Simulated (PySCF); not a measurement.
Sn(F)(OSiH3)3, SMILES [F][Sn]([O][SiH3])([O][SiH3])[O][SiH3] at its GFN2-xTB optimised geometry (Å):

```
17

F      0.3159    -0.9761    -2.3264
Sn     0.0392     0.5099    -1.1644
O     -1.3368    -0.0067     0.0000
Si    -2.9758    -0.0067     0.0000
O      1.6121     0.7780    -0.2095
Si     2.2977     0.0216     1.0825
O     -0.4349     1.9511    -2.2557
Si    -1.5314     2.1905    -3.4552
H     -3.2107    -0.7022     1.2595
H     -3.4846    -0.7196    -1.1715
H     -3.4646     1.3742     0.0000
H      1.4086     0.1035     2.2422
H      2.5824    -1.3742     0.7542
H      3.4846     0.8621     1.1945
H     -1.2874     3.6084    -3.6917
H     -2.8814     1.9044    -2.9601
H     -1.2189     1.3332    -4.5965
```

Calculation: PBE0/def2-SVP, def2 effective core potentials past Kr in PySCF. The core electrons that the potentials of Sn replace are not part of the density. Cells within 0.4 Å of a nucleus heavier than hydrogen are left out (blank, or x).

Map of the deformation density (molecule minus spherical neutral atoms) (e/bohr³) on the plane z = 0.8 Å:

```
|111111111111111111111111111|
|111111111111111111111111111|
|111111111111111111111111111|
|111111111111111111111111111|
|111111111111111111111111111|
|111111111111111111111111111|
|111111111111111111111111111|
|111111111111111111111111111|
|111111111111111111111111111|
|111111111111111111111111111|
|111111111111111111011111111|
|111111100111111111013411111|
|111111000122111111003421111|
|111113200122111000xx1111111|
|111126620122111000121111111|
|111125521111111101474111111|
|111112211111111111494111111|
|111111111111111111121111111|
|111111111111111111111111111|
|111111111111111111111111111|
|111111111111111111111111111|
|111111111111111111111111111|
|111111111111111111111111111|
|111111111111111111111111111|
|111111111111111111111111111|
|111111111111111111111111111|
|111111111111111111111111111|
```
Scale: ten equal steps from -0.016 (start of '0') to 0.084 (end of '9'), in the order '0123456789'; x runs from -5.50 to 5.50, y from -5.50 (bottom) to 5.50 (top).
